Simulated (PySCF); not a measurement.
In(Me)3(OH2), C₃H₁₁InO, singlet (GFN2-xTB optimised geometry):

```
16

In    -0.207     0.142     0.000
C      2.036     0.142     0.000
H      2.414     0.371     0.995
H      2.428     0.893    -0.686
H      2.425    -0.835    -0.288
C     -1.359     2.052     0.000
H     -1.106     2.614    -0.897
H     -1.115     2.659     0.871
H     -2.428     1.852     0.000
C     -1.206    -1.838     0.336
H     -0.541    -2.659     0.067
H     -2.120    -1.916    -0.252
H     -1.473    -1.954     1.385
O     -0.169    -0.316    -2.479
H     -0.499    -1.216    -2.568
H      0.765    -0.330    -2.709
```

Computed with PBE0/def2-TZVP, def2 effective core potentials past Kr (PySCF).

Question: What are the frontier orbital energies and the dipole moment?

Answer: HOMO-2 -9.34 eV, HOMO-1 -6.63 eV, HOMO -6.62 eV, LUMO -0.33 eV, LUMO+1 0.16 eV; dipole moment 2.64 D.
